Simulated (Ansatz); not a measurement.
Consider the cleavage of the Ge–Si bond: `Cl[SiH2][GeH3]` + `O[SiH2]O` → `O[SiH2][O][GeH3]` + `[SiH3]Cl`.

Program: Ansatz. Geometries: PBE0-D4/def2-TZVP. ΔE: electronic, gas phase. CCSD(T)/CBS is the MP2 limit (def2-TZVPP, def2-QZVPP) plus CCSD(T) − MP2 in def2-TZVPP, frozen cores. This one scheme is used for every species. DFT in def2-TZVPP. B3LYP here is the variant with VWN-RPA as its local correlation; programs differ in this. For Ge outer-core shells are correlated without core-valence functions, which leaves a few kJ/mol of doubt a bond. Scalar relativity is left out up to krypton. One conformer a species, not always the lowest.

(1) Is it downhill or uphill in electronic energy at CCSD(T)/CBS, and by how much? (An estimate is asked.)

(2) What do these levels give: LDA (SPW92), ωB97X-V, B2PLYP, PBE0, B3LYP, MP2/CBS(def2)? (An estimate is asked.)

Largest T1 diagnostic among the species: 0.012.

## Answers

(1) Ansatz gave: Downhill: ΔE = -0.20 eV.

(2) Computed: LDA (SPW92) 0.02, ωB97X-V -0.24, B2PLYP -0.26, PBE0 -0.07, B3LYP -0.21, MP2/CBS(def2) -0.23 eV.

At CCSD(T), def2-SVP lies −0.16 eV from the extrapolated value and def2-TZVPP −0.06 eV. From BLYP to BHLYP (50 % exact exchange), in def2-TZVPP and without D4, ΔE moves by −0.12 eV.
